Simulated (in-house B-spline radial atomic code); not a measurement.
## Ionising the molybdenum ion Mo⁸⁺ with different functionals

Computed with an all-electron radial atomic-structure program (B-spline basis): four-component Dirac-Coulomb Hamiltonian, Fermi nucleus of rms radius 4.4091 fm, spin-restricted, spherical fractional occupations for the functionals, and exact exchange of hybrids averaged over the configuration. The ionisation energy is the difference of two self-consistent energies, [Ar] 3d10 4s2 4p4 → [Ar] 3d10 4s2 4p3, without Breit or QED terms; ε is the level of the shell that loses the electron (mean over j). The electron is taken from both j subshells in proportion to 2j + 1, so the result is a j average, not the step between ground levels.

```tsv
method	rung	ΔSCF (eV)	-ε(4p) (eV)
B3LYP	global hybrid	165.89	157.97
BHandHLYP	global hybrid	165.68	160.93
HSE06	range-separated hybrid	165.75	157.97
wB97X	range-separated hybrid	165.61	160.86
```

(1) Among the functionals, which spreads more, the ΔSCF values or the orbital energies?

(2) How do they compare with the NIST value?

Results:

(1) The orbital energies: ΔSCF values span about 0.29 eV and the orbital energies 2.96 eV; here energy differences depend much less on the functional than eigenvalues do.

(2) NIST lists 164.12 eV ± 0.09 (measured, ground level to ground level). Errors run from +1.49 to +1.77 eV. The correlated functionals all miss on the same side by more than they spread, so the cause is common to them (Breit-QED terms, spin polarisation, the choice among j levels, multiplet and fine-structure energies, or a listed next ion that isn't the cheapest removal here) and closeness doesn't rank the functionals.
